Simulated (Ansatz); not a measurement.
```yaml
crystal:
  periodic: [false, false, false]
  atoms:
    - {symbol: B, position_ang: [-0.002633, 0.074355, -1.349601]}
    - {symbol: As, position_ang: [-0.064659, 0.029752, 0.849421]}
    - {symbol: H, position_ang: [0.793907, 1.206575, 1.665751]}
    - {symbol: H, position_ang: [0.507244, -1.287094, 1.675456]}
    - {symbol: H, position_ang: [-1.404439, 0.108265, 1.595549]}
    - {symbol: H, position_ang: [1.232371, -0.163163, -1.417070]}
    - {symbol: H, position_ang: [-0.488718, 1.042019, -1.388891]}
    - {symbol: H, position_ang: [-0.629958, -0.994328, -1.620645]}
basis:
  gaussian: {orbitals: "6-31G*"}
total_charge: 1
magnetization: {spin_polarized: true, initial_magnetization: 1}
hamiltonian: {xc: {name: PBE0}}
output: {forces: true}
```

```sh
$ ansatz run in.yaml --threads 4 --pin off --events-out ev --progress --plain --max-ram 3916MiB
```

Shortened log:

```
Functional definition: PBE0
662 factors; integrals over basis functions are off by at most 8.4e-4 eV
mean field evaluation 1: about -61584.1158 eV, gradient 1.8e1 eV
mean field evaluation 2: about -61583.1870 eV, gradient 2.0e1 eV
mean field evaluation 4: about -61586.5678 eV, gradient 2.2e0 eV
mean field evaluation 8: about -61586.6968 eV, gradient 4.9e-1 eV
mean field evaluation 16: about -61586.7266 eV, gradient 4.6e-2 eV
mean field evaluation 32: about -61586.7266 eV, gradient 1.8e-5 eV
mean field -61586.72662615 eV, -2263.2704585284 hartree, gradient 1.8e-5 eV, S^2 0.755612; 4 other end points of the search recorded, 0 dependent functions left out
reference -61586.72664819 eV, -2263.2704593383 hartree; 22, 21 occupied and 40, 41 virtual orbitals, 662 factors
Total energy: -61586.72664819 eV, -2263.2704593383 hartree
Atom 0 at    -0.002633     0.074355    -1.349601 Å, force     0.811551    -4.190392     0.556229 eV/Å
Atom 1 at    -0.064659     0.029752     0.849421 Å, force     2.654368     0.466440     3.546364 eV/Å
Atom 2 at     0.793907     1.206575     1.665751 Å, force    -1.193866    -1.527679    -1.279332 eV/Å
Atom 3 at     0.507244    -1.287094     1.675456 Å, force    -0.490023     1.432006    -1.495720 eV/Å
Atom 4 at    -1.404439     0.108265     1.595549 Å, force     0.002086     0.210555    -0.851720 eV/Å
Atom 5 at     1.232371    -0.163163    -1.417070 Å, force    -0.145623    -0.663252     0.646550 eV/Å
Atom 6 at    -0.488718     1.042019    -1.388891 Å, force    -2.378489     3.181422    -0.221662 eV/Å
Atom 7 at    -0.629958    -0.994328    -1.620645 Å, force     0.739997     1.090899    -0.900708 eV/Å
Dipole moment:     0.084571    -0.007303    -0.036596 e Å
```

It took 1.7 s on 4 threads of Arm Neoverse V2 on a shared host.

The 6-31G sets use Cartesian d functions.

The dipole of an ion depends on the origin.
